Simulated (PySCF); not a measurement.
C2H6BNO, SMILES O1CCB1N.

Coordinates come from a PBE0-D3(BJ)/def2-SVP optimisation. This is a generated structure with no PubChem entry under its InChIKey; it may be hypothetical. Other conformers were not sampled.

These are PBE/def2-TZVP (PySCF) values and carry that method's errors.

Isolated molecule, no solvent.

```json
{
 "total_energy": "-234.51513 hartree",
 "point_group": "Cs",
 "highest_occupied_level": "-6.06 eV",
 "lowest_empty_level": "0.22 eV",
 "orbital_gap": "6.28 eV",
 "dipole_moment": "1.63 D",
 "quadrupole, principal values (traceless, Buckingham form, about the centre of nuclear charge)": "-4.25, -3.20, 7.46 D·Å",
 "mean_static_polarisability": "48.5 bohr³ (7.19 Å³)",
 "polarisability_principal_values": "39.5, 45.9, 60.2 bohr³"
}
```
